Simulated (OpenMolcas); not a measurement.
5d3 along the 71-electron sequence

```yaml
Program: OpenMolcas
Method: CASSCF
Basis: ANO-R3
Scalar_Hamiltonian: X2C, finite nucleus
Spin-orbit_coupling: state interaction with AMFI integrals over the reference wave functions, term energies averaged over their components
```

Active space for each ion: 3 electrons in 5 orbitals (5d).

Computed levels in cm-1 above 4F 3/2:

```csv
Level,Re4+,Os5+,Ir6+,Pt7+
4F 5/2,4543,5906,7493,9262
4F 7/2,8816,11124,13694,16442
4F 9/2,12279,15012,17899,20850
4P 1/2,17062,19353,21774,24303
2G 7/2,21249,24775,28622,32735
2H 9/2,21882,25511,29542,33921
4P 5/2,23106,26895,30946,35174
2P 1/2,27928,32477,37365,42505
2H 11/2,29721,34535,39677,45056
weight of 4F in the lowest level (%),89,87,84,82
```

Mixed levels, with the weight of the term that names them: Re4+ 2H 9/2 (57 %), Os5+ 4F 9/2 (68 %), Os5+ 2H 9/2 (58 %), Ir6+ 4F 9/2 (61 %), Ir6+ 4P 1/2 (74 %), Ir6+ 2H 9/2 (58 %), Ir6+ 2P 1/2 (74 %), Pt7+ 4F 9/2 (53 %), Pt7+ 4P 1/2 (72 %), Pt7+ 2H 9/2 (57 %), Pt7+ 2P 1/2 (72 %).

Measured, with the error of the calculation in %. Measured levels: Re4+ from the list in Brasseur, Gamrath and Quinet, At. Data Nucl. Data Tables 157, 101636 (2024); Os5+ from the list in Brasseur, Palmeri and Quinet, Atoms 13, 11 (2025).

```tsv
Level	Re4+	Os5+
4F 5/2	4853 (-6.4)	6397 (-7.7)
4F 7/2	8973 (-1.8)	11444 (-2.8)
4F 9/2	11914 (+3.1)	14678 (+2.3)
4P 1/2	14325 (+19.1)	16772 (+15.4)
2G 7/2	19013 (+11.8)	22920 (+8.1)
2H 9/2	19967 (+9.6)	24028 (+6.2)
4P 5/2	20922 (+10.4)	24828 (+8.3)
2P 1/2	23669 (+18.0)	28860 (+12.5)
2H 11/2	27077 (+9.8)	32156 (+7.4)
```

The fine-structure level 4F 9/2 changes by a factor of 1.7 from Re4+ to Pt7+. Its fourth root runs 10.53, 11.07, 11.57, 12.02, with steps per unit of Z of 0.54, 0.50, 0.45; equal steps would mean a (Z - σ)^4 law with constant σ.

4P 1/2 changes by a factor of 1.42 over the same range, with steps per unit of Z of +2290, +2420, +2530 cm-1.

Without dynamic correlation excited terms often stand tens of per cent too high (terms of higher spin than the ground term too low), and those without a measured partner can miss by more than the paired ones. Computed and measured levels are paired by configuration, term and J; levels that our copy of the source lacks, or whose pairing is in doubt (as where it misses far off the trend of its configuration), stay unpaired and out of the deviations. Levels of configurations outside the active space are missing.
